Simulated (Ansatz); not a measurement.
Geometry optimisation, DFT PBE, scalar-relativistic, plane waves, PAW in Ansatz 0.2.0.

Input file:

```yaml
crystal:
  lattice:
    - [-2.29, -3.966396, 0.0]
    - [3.435, -1.983198, 0.0]
    - [0.0, 0.0, 7.17686]
  atoms:
    - { symbol: Be, position: [0.75000007, 0.50000004, 0.0] }
    - { symbol: Be, position: [0.50000004, 0.33333336, 0.25] }
    - { symbol: Be, position: [0.75000007, 0.50000004, 0.5] }
    - { symbol: Be, position: [0.50000004, 0.33333336, 0.75] }
    - { symbol: Be, position: [0.50000003, 2.0e-08, 0.0] }
    - { symbol: Be, position: [0.25000004, 0.83333336, 0.25] }
    - { symbol: Be, position: [0.50000003, 2.0e-08, 0.5] }
    - { symbol: Be, position: [0.25000004, 0.83333336, 0.75] }
    - { symbol: Be, position: [0.25000003, 0.50000002, 0.0] }
    - { symbol: Be, position: [1.0e-08, 0.33333334, 0.25] }
    - { symbol: Be, position: [0.25000003, 0.50000002, 0.5] }
    - { symbol: Be, position: [1.0e-08, 0.33333334, 0.75] }
    - { symbol: Be, position: [0.0, 0.0, 0.0] }
    - { symbol: Be, position: [0.75000008, 0.83333338, 0.25] }
    - { symbol: Be, position: [0.0, 0.0, 0.5] }
    - { symbol: Be, position: [0.75000008, 0.83333338, 0.75] }
    - { symbol: F, position: [0.00832169, 0.6753752, 0.3848372] }
basis:
  ecutwfc: 420.0
kpoints:
  mp_grid: { grid: [4, 4, 3] }
hamiltonian:
  xc: pbe
scf:
  occupations: { method: gaussian, width: 0.1 }
  lower_state_search: "off"
relax:
  f_tol: 0.03
  max_steps: 60
  adjacent_minimum: "off"
```

Run as:

```bash
$ ansatz run input.yaml --threads 1 --pin off --max-ram 3072MiB --backend cpu --events-out ev --progress --plain --runs-dir out
```

Task: Where does it end, and by what steps?

Result: The run converged. Limits of this set-up: coarse k mesh, odd electron count without spin. After 7 steps the energy has fallen by 2.978 eV; F17 moved furthest, 0.56 Å. Parted: Be3–F17, Be14–F17.

```tsv
step	energy less start (eV)	largest force component (eV/Å)	accepted
0	0.0000	3.313	yes
1	-1.5523	1.945	yes
2	-2.5075	0.214	yes
3	-2.5935	0.704	yes
4	-2.8506	0.413	yes
5	-2.9522	0.227	yes
6	-2.9776	0.035	yes
7	-2.9783	0.008	yes
```

```xyz
17
Lattice="-2.2900 -3.9664 0.0000 3.4350 -1.9832 0.0000 0.0000 0.0000 7.1769" Properties=species:S:1:pos:R:3
Be 0.027 -3.951 -0.022
Be -0.086 -2.732 1.782
Be 0.100 -3.821 3.717
Be 0.003 -2.631 5.460
Be -1.130 -1.977 -0.069
Be 2.610 -2.858 1.621
Be -1.176 -2.102 3.609
Be 2.302 -2.645 5.372
Be 1.143 -1.977 0.019
Be 1.185 -0.523 1.715
Be 0.801 -1.814 3.769
Be 1.180 -0.613 5.425
Be 0.028 0.052 -0.035
Be 1.223 -4.469 1.674
Be 0.103 0.102 3.675
Be 1.149 -4.599 5.413
F 1.997 -1.834 2.697
```

Run time: 70 s on 1 thread of Arm Neoverse V1, on a shared host, peak memory 0.37 GiB.
